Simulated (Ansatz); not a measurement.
Ansatz (a first-principles code) input (HF/STO-3G):

Ansatz 0.2 input:
```yaml
crystal:
  periodic: [false, false, false]
  atoms:
    - {symbol: O, position_ang: [-1.01533300, 0.59968400, 0.23844500]}
    - {symbol: C, position_ang: [-0.30118500, -0.42178400, -0.11687400]}
    - {symbol: O, position_ang: [1.20100700, -0.11743500, -0.09687100]}
    - {symbol: H, position_ang: [-0.44830100, -0.79518000, -1.17341900]}
    - {symbol: H, position_ang: [-0.36211400, -1.33371300, 0.54797800]}
    - {symbol: H, position_ang: [1.13213000, 0.80160400, 0.19409500]}
basis:
  gaussian:
    orbitals: STO-3G
hamiltonian:
  xc: {name: HF}
total_charge: -1
relax: {f_tol: 0.003, max_steps: 120}
```

Output:

```
Functional definition: HF
integrals: 0.00 GiB planned
275 factors; integrals over basis functions are off by at most 9.0e-6 eV
mean field: 0.04 GiB planned
mean field evaluation 1: about -5073.2048 eV, gradient 3.3e1 eV
mean field evaluation 2: about -5073.3472 eV, gradient 3.3e1 eV
mean field evaluation 4: about -5076.8746 eV, gradient 2.1e0 eV
mean field evaluation 8: about -5076.8940 eV, gradient 4.0e-2 eV
mean field -5076.89397944 eV, -186.5724125022 hartree, gradient 9.0e-6 eV, S^2 0.000000; 0 other end points of the search recorded, 0 dependent functions left out
the calculation of the forces begins
reference -5076.89397944 eV, -186.5724125022 hartree; 13, 13 occupied and 5, 5 virtual orbitals, 275 factors
relax step   1: F+E_penalty+E_count = -5076.89397944 eV  Δ(F+E_penalty+E_count) = +0.000e0 eV  max|allowed force component| = 1.815e0 eV/Å  Δτ_max = 0.0000 Å  (27 SCF iters, accepted)
these checks for a lower state are left out or cut short: starts, cluster_reference, orbital_swaps, neighbouring_geometries, increment
integrals: 0.00 GiB planned
275 factors; integrals over basis functions are off by at most 8.2e-6 eV
mean field: 0.04 GiB planned
mean field evaluation 16: about -5076.9791 eV, gradient 2.8e-1 eV
mean field -5076.97941667 eV, -186.5755522625 hartree, gradient 7.3e-6 eV, S^2 0.000000; 0 other end points of the search recorded, 0 dependent functions left out
the calculation of the forces begins
reference -5076.97941667 eV, -186.5755522625 hartree; 13, 13 occupied and 5, 5 virtual orbitals, 275 factors
relax step   2: F+E_penalty+E_count = -5076.97941667 eV  Δ(F+E_penalty+E_count) = -8.544e-2 eV  max|allowed force component| = 5.692e-1 eV/Å  Δτ_max = 0.0418 Å  (26 SCF iters, accepted)
these checks for a lower state are left out or cut short: starts, cluster_reference, orbital_swaps, neighbouring_geometries, increment
integrals: 0.00 GiB planned
275 factors; integrals over basis functions are off by at most 8.4e-6 eV
mean field: 0.04 GiB planned
mean field -5076.98450321 eV, -186.5757391894 hartree, gradient 6.9e-6 eV, S^2 0.000000; 0 other end points of the search recorded, 0 dependent functions left out
the calculation of the forces begins
reference -5076.98450321 eV, -186.5757391894 hartree; 13, 13 occupied and 5, 5 virtual orbitals, 275 factors
relax step   3: F+E_penalty+E_count = -5076.98450321 eV  Δ(F+E_penalty+E_count) = -5.087e-3 eV  max|allowed force component| = 3.089e-1 eV/Å  Δτ_max = 0.0129 Å  (26 SCF iters, accepted)
these checks for a lower state are left out or cut short: starts, cluster_reference, orbital_swaps, neighbouring_geometries, increment
integrals: 0.00 GiB planned
275 factors; integrals over basis functions are off by at most 8.5e-6 eV
mean field: 0.04 GiB planned
mean field evaluation 32: about -5076.9856 eV, gradient 2.9e-1 eV
mean field -5076.98593179 eV, -186.5757916887 hartree, gradient 6.9e-6 eV, S^2 0.000000; 0 other end points of the search recorded, 0 dependent functions left out
the calculation of the forces begins
reference -5076.98593179 eV, -186.5757916887 hartree; 13, 13 occupied and 5, 5 virtual orbitals, 275 factors
relax step   4: F+E_penalty+E_count = -5076.98593179 eV  Δ(F+E_penalty+E_count) = -1.429e-3 eV  max|allowed force component| = 5.690e-2 eV/Å  Δτ_max = 0.0047 Å  (27 SCF iters, accepted)
these checks for a lower state are left out or cut short: starts, cluster_reference, orbital_swaps, neighbouring_geometries, increment
integrals: 0.00 GiB planned
275 factors; integrals over basis functions are off by at most 8.5e-6 eV
mean field: 0.04 GiB planned
mean field -5076.98603344 eV, -186.5757954242 hartree, gradient 6.9e-6 eV, S^2 0.000000; 0 other end points of the search recorded, 0 dependent functions left out
the calculation of the forces begins
reference -5076.98603344 eV, -186.5757954242 hartree; 13, 13 occupied and 5, 5 virtual orbitals, 275 factors
relax step   5: F+E_penalty+E_count = -5076.98603344 eV  Δ(F+E_penalty+E_count) = -1.016e-4 eV  max|allowed force component| = 1.876e-2 eV/Å  Δτ_max = 0.0016 Å  (27 SCF iters, accepted)
these checks for a lower state are left out or cut short: starts, cluster_reference, orbital_swaps, neighbouring_geometries, increment
integrals: 0.00 GiB planned
275 factors; integrals over basis functions are off by at most 8.5e-6 eV
mean field: 0.04 GiB planned
mean field -5076.98604524 eV, -186.5757958580 hartree, gradient 6.9e-6 eV, S^2 0.000000; 0 other end points of the search recorded, 0 dependent functions left out
the calculation of the forces begins
reference -5076.98604524 eV, -186.5757958580 hartree; 13, 13 occupied and 5, 5 virtual orbitals, 275 factors
relax step   6: F+E_penalty+E_count = -5076.98604524 eV  Δ(F+E_penalty+E_count) = -1.180e-5 eV  max|allowed force component| = 4.431e-3 eV/Å  Δτ_max = 0.0008 Å  (27 SCF iters, accepted)
these checks for a lower state are left out or cut short: starts, cluster_reference, orbital_swaps, neighbouring_geometries, increment
integrals: 0.00 GiB planned
275 factors; integrals over basis functions are off by at most 8.5e-6 eV
mean field: 0.04 GiB planned
mean field -5076.98604799 eV, -186.5757959589 hartree, gradient 6.9e-6 eV, S^2 0.000000; 0 other end points of the search recorded, 0 dependent functions left out
the calculation of the forces begins
reference -5076.98604799 eV, -186.5757959589 hartree; 13, 13 occupied and 5, 5 virtual orbitals, 275 factors
relax step   7: F+E_penalty+E_count = -5076.98604799 eV  Δ(F+E_penalty+E_count) = -2.746e-6 eV  max|allowed force component| = 3.149e-3 eV/Å  Δτ_max = 0.0006 Å  (27 SCF iters, accepted)
these checks for a lower state are left out or cut short: starts, cluster_reference, orbital_swaps, neighbouring_geometries, increment
integrals: 0.00 GiB planned
275 factors; integrals over basis functions are off by at most 8.5e-6 eV
mean field: 0.04 GiB planned
mean field evaluation 64: about -5076.9857 eV, gradient 2.9e-1 eV
mean field -5076.98604830 eV, -186.5757959704 hartree, gradient 6.9e-6 eV, S^2 0.000000; 0 other end points of the search recorded, 0 dependent functions left out
the calculation of the forces begins
reference -5076.98604830 eV, -186.5757959704 hartree; 13, 13 occupied and 5, 5 virtual orbitals, 275 factors
relax step   8: F+E_penalty+E_count = -5076.98604830 eV  Δ(F+E_penalty+E_count) = -3.121e-7 eV  max|allowed force component| = 5.036e-4 eV/Å  Δτ_max = 0.0002 Å  (27 SCF iters, accepted)
integrals: 0.00 GiB planned
275 factors; integrals over basis functions are off by at most 8.5e-6 eV
mean field: 0.04 GiB planned
mean field -5076.98604830 eV, -186.5757959704 hartree, gradient 6.9e-6 eV, S^2 0.000000; 1 other end points of the search recorded, 0 dependent functions left out
the calculation of the forces begins
reference -5076.98604830 eV, -186.5757959704 hartree; 13, 13 occupied and 5, 5 virtual orbitals, 275 factors
Total energy: -5076.98604830 eV, -186.5757959704 hartree
Atom 0 at    -1.027501     0.632189     0.249223 Å, force    -0.000238     0.000342     0.000119 eV/Å
Atom 1 at    -0.300010    -0.414788    -0.114744 Å, force    -0.000204     0.000438     0.000147 eV/Å
Atom 2 at     1.174421    -0.123711    -0.097504 Å, force     0.000504     0.000029    -0.000016 eV/Å
Atom 3 at    -0.442344    -0.828610    -1.165803 Å, force     0.000002    -0.000257    -0.000466 eV/Å
Atom 4 at    -0.357829    -1.356695     0.522201 Å, force     0.000037    -0.000476     0.000235 eV/Å
Atom 5 at     1.159467     0.824792     0.199981 Å, force    -0.000100    -0.000076    -0.000019 eV/Å
Dipole moment:     0.374272    -0.095790    -0.048707 e Å
```

The dipole moment of an ion depends on the origin.

The geometry given is a B3LYP-D3(BJ)/def2-TZVP minimum.
